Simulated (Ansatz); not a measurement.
(H2Al-mu-OH)2 (Al₂O₂H₆). Total charge 0; singlet. Geometry r2SCAN-D4/def2-SVP.

```xyz
10

Al   -0.8722    0.6084    0.9585
H    -1.9655   -0.2892    1.6816
H    -0.7161    2.1595    1.2652
O    -0.7506    0.3222   -0.8875
Al    0.8721   -0.6085   -0.9585
H     1.9658    0.2883   -1.6820
H     0.7154   -2.1596   -1.2648
O     0.7508   -0.3217    0.8875
H    -1.0828    0.9184   -1.5682
H     1.0830   -0.9178    1.5682
```

(1) Estimate the orbital energies around the gap (eV) in Ansatz with PBE-D4/def2-SVP, PBE-D4/def2-TZVPD, revPBE-D4/def2-TZVP, PBE0-D4/def2-SVP, PBE0-D4/def2-TZVPD.

## Answers

(1) 
| orbital | PBE-D4/def2-SVP | PBE-D4/def2-TZVPD | revPBE-D4/def2-TZVP | PBE0-D4/def2-SVP | PBE0-D4/def2-TZVPD |
| --- | --- | --- | --- | --- | --- |
| HOMO−9 | -14.80 | -14.89 | -14.80 | -16.77 | -16.79 |
| HOMO−8 | -12.49 | -12.65 | -12.58 | -14.33 | -14.43 |
| HOMO−7 | -11.54 | -11.64 | -11.52 | -13.41 | -13.46 |
| HOMO−6 | -10.19 | -10.30 | -10.19 | -12.00 | -12.05 |
| HOMO−5 | -9.29 | -9.44 | -9.33 | -11.15 | -11.23 |
| HOMO−4 | -8.77 | -8.96 | -8.87 | -10.53 | -10.69 |
| HOMO−3 | -8.43 | -8.61 | -8.51 | -10.05 | -10.11 |
| HOMO−2 | -7.75 | -7.85 | -7.79 | -9.20 | -9.26 |
| HOMO−1 | -6.76 | -6.84 | -6.79 | -8.07 | -8.12 |
| HOMO | -6.39 | -6.51 | -6.46 | -7.73 | -7.80 |
| LUMO | -1.07 | -1.52 | -1.26 | -0.26 | -0.79 |
| LUMO+1 | -0.24 | -1.03 | -0.57 | 0.69 | -0.30 |
| LUMO+2 | 0.17 | -0.28 | 0.00 | 0.97 | 0.39 |
| LUMO+3 | 0.89 | 0.11 | 0.60 | 1.68 | 0.69 |
| LUMO+4 | 1.27 | 0.32 | 1.00 | 2.02 | 0.73 |
| LUMO+5 | 1.65 | 0.44 | 1.20 | 2.71 | 1.00 |
